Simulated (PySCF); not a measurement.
Species: C8H8ClP.
Atom-mapped SMILES: `[Cl:1][c:2]1[cH:3][cH:4][c:5]([CH:6]2[CH2:7][CH2:8]2)[p:9][cH:10]1`

Structure used (GFN2-xTB), in Å, numbered top down from 1:
```xyz
18
C8H8ClP angstrom
Cl     4.5587    0.2325    0.1182
C      2.8212    0.1718    0.0484
C      2.2245   -1.0598   -0.1671
C      0.8502   -1.2066   -0.2377
C     -0.0679   -0.1765   -0.1073
C     -1.5090   -0.4879   -0.2019
C     -2.4939    0.2659    0.6548
C     -2.4588    0.5098   -0.8133
P      0.3974    1.4897    0.1721
C      2.1211    1.3463    0.2102
H      2.8536   -1.9291   -0.2814
H      0.4654   -2.2053   -0.4075
H     -1.7233   -1.5353   -0.3820
H     -2.0920    1.0304    1.3049
H     -3.3265   -0.2778    1.0741
H     -3.2679    0.1358   -1.4222
H     -2.0360    1.4410   -1.1632
H      2.6744    2.2614    0.3759
```

NICS = −σ at a ghost point: NICS(0) at the centroid of the ring atoms, NICS(1) 1 Å to either side along the normal of their mean plane, zz for the tensor component along that normal. Level: GIAO PBE0/pcSseg-1 (PySCF, non-relativistic, gas phase) on the GFN2-xTB geometry, one conformer.

Ring bond lengths (Å), with Mayer bond orders in brackets: C2–C3 1.385 (1.33), C3–C4 1.384 (1.47), C4–C5 1.386 (1.41), C5–P9 1.752 (1.25), P9–C10 1.730 (1.34), C10–C2 1.377 (1.41); C6–C7 1.507 (0.93), C7–C8 1.489 (0.97), C8–C6 1.507 (0.93).

Q: What do the NICS probes read (ppm)?

A: 
```tsv
ring	type	NICS(0)	NICS(1), two faces	NICS(1)zz, two faces	rms pucker (Å)	centre to ring atoms, mean (Å)
C2–C3–C4–C5–P9–C10	6-membered ring with P; formal bonds all aromatic	-7.6	-10.0 / -10.0	-23.4 / -23.5	0.00	1.49
C6–C7–C8	3-membered carbocycle; formal bonds all single	-42.0	-7.8 / -6.8	-23.8 / -24.7	0.00	0.87
```

Q: What can be read from them?

A: 
- C2–C3–C4–C5–P9–C10: mean NICS(1)zz -23.4 ppm, shielded.
- C6–C7–C8: mean NICS(1)zz -24.3 ppm, shielded. C6, C7, C8 have four or more neighbours; no verdict on aromaticity is drawn. NICS(0) lies 35 ppm below the mean NICS(1).

Q: And the bond-length index? HOMA = 1 − mean of α(R − Ropt)² over the ring bonds, with Krygowski's 1993 parameters (CC: Ropt 1.388 Å, α 257.7 Å⁻²; CP: Ropt 1.698 Å, α 118.91 Å⁻²).

A: 
- C2–C3–C4–C5–P9–C10: HOMA 0.91; the largest term is that of C5–P9, α(R − Ropt)² = 0.35.

Q: How shielded are the nuclei of the rings and their hydrogens (means over atoms taken as equivalent)?

A: 
```tsv
atoms	environment	σ isotropic (ppm)	principal values of the symmetric part, first atom (ppm)
C2	aromatic C–Cl carbon	40.7	-58.5, 58.7, 121.8
C3	aromatic CH carbon	51.4	-40.3, 39.7, 154.9
C4	aromatic CH carbon	47.7	-59.5, 50.2, 152.5
C5	substituted aromatic carbon	-3.3	-150.8, -32.7, 173.6
C6	benzylic-type carbon	161.8	125.1, 141.5, 218.9
C7 (×2)	three-membered-ring carbon	162.7	113.1, 172.2, 201.8
P9	phosphorus bonded to 2 C	101.4	-168.9, -25.1, 498.2
C10	aromatic CH carbon	24.1	-126.4, 36.1, 162.5
H11	aromatic hydrogen	24.17	19.4, 24.0, 29.1
H12	aromatic hydrogen	23.79	19.7, 22.9, 28.8
H13	methine hydrogen	29.81	22.1, 28.8, 38.6
H14 (×2)	methylene hydrogen	30.75	24.7, 30.0, 37.7
H15 (×2)	methylene hydrogen	30.23	24.2, 26.2, 40.3
H18	aromatic hydrogen	22.74	19.5, 19.8, 28.9
```

The list is cut; further classes of hydrogen are left out.

The run took about 2 min of CPU time (one thread, shared machine). This is the whole shielding run at PBE0/pcSseg-1, SCF included.
